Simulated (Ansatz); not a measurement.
Reaction (ligand exchange at the Si–N bond): `O=C=N[SiH2]F` + `BN` → `BN[SiH2]F` + `N=C=O`

Calculated with Ansatz (gas phase, PBE0-D4/def2-TZVP geometries, no zero-point term in ΔE). CCSD(T)/CBS adds triple-zeta CCSD(T) − MP2 to the extrapolated MP2 energy (def2 sets, frozen cores). This one scheme is used for every species. DFT in def2-TZVPP. HSE06 is defined as in plane-wave codes. One conformer a species, not always the lowest.

```tsv
level	ΔE (kJ/mol)
r2SCAN-D4	45.5
PBE0-D4	45.6
ωB97X-V	44.8
PBE-QIDH	46.6
BLYP	47.7
HSE06	46.6
CCSD/def2-SVP	50.0
CCSD(T)/def2-TZVPP	43.2
```

**Question.** What does CCSD(T)/CBS give? (Estimate.)

**Answer.** Ansatz gave: +43.0 kJ/mol. The listed levels differ from it by 2.5, 2.6, 1.8, 3.6, 4.7, 3.6, 7.0, 0.2 kJ/mol.

Largest T1 diagnostic among the species: 0.018.

From BLYP to BHLYP (50 % exact exchange), in def2-TZVPP and without D4, ΔE moves by +4.2 kJ/mol. At CCSD(T), def2-SVP lies +5.0 kJ/mol from the extrapolated value and def2-TZVPP +0.3 kJ/mol.
